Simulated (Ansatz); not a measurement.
`BSB` + `C[SiH2]O` → `BO[SiH2]C` + `BS` at 600 K and 1 bar (ligand exchange at a B–S bond).

Gas-phase electronic energies from Ansatz, PBE0-D4/def2-TZVP geometries. CBS: MP2 limit from def2 TZ/QZ plus the TZ coupled-cluster correction, frozen cores. This one scheme is used for every species. Each species was taken in one conformer, which may not be the lowest.

| species | CCSD(T)/CBS energy (Eh) | H − E (kJ/mol) | S (J/(mol·K)) |
| --- | --- | --- | --- |
| `BSB` | -449.77944 | 155.3 | 334.5 |
| `C[SiH2]O` | -405.96945 | 226.2 | 370.0 |
| `BO[SiH2]C` | -431.39483 | 268.9 | 420.5 |
| `BS` | -424.38198 | 108.7 | 286.1 |

H − E and S are ideal-gas, rigid-rotor, harmonic terms from PBE0-D4/def2-TZVP, for one conformer and one mirror image of each species. 1 Eh = 2625.50 kJ/mol, R = 8.31446 J/(mol·K).

Task: By hand: ΔE, ΔH, ΔS and ΔG.

Result: ΔE = (-431.39483) + (-424.38198) − (-449.77944) − (-405.96945) = -0.02792 Eh = -73.3 kJ/mol. Δ(H − E) = 268.9 + 108.7 − 155.3 − 226.2 = -3.9, so ΔH = -77.2 kJ/mol. ΔS = 420.5 + 286.1 − 334.5 − 370.0 = 2.1 J/(mol·K). ΔG = -77.2 − 600 × (2.1)/1000 = -78.5 kJ/mol.

Task: By hand: the equilibrium constant, and the temperature at which ΔG would vanish if ΔH and ΔS stayed fixed.

Result: log₁₀ K = −ΔG/(RT ln 10) = 6.8. ΔH and −TΔS have one sign here, so there is no such temperature. One of them is within its doubt of zero, so this could turn.

The number of gas molecules stays the same, so ΔS is small and ΔH decides. A doubt of 5 kJ/mol in ΔE shifts log₁₀ K by 0.4 here. Other conformers and mirror images would add mixing entropy, several J/(mol·K) or more a flexible species. Modes under 60 cm⁻¹, often nearly free rotors, make the harmonic entropy too high. These are equilibria of isolated gas molecules and say nothing of rates. Largest T1 diagnostic: 0.015 (customary marks: 0.02 for closed shells, 0.045 for open ones).
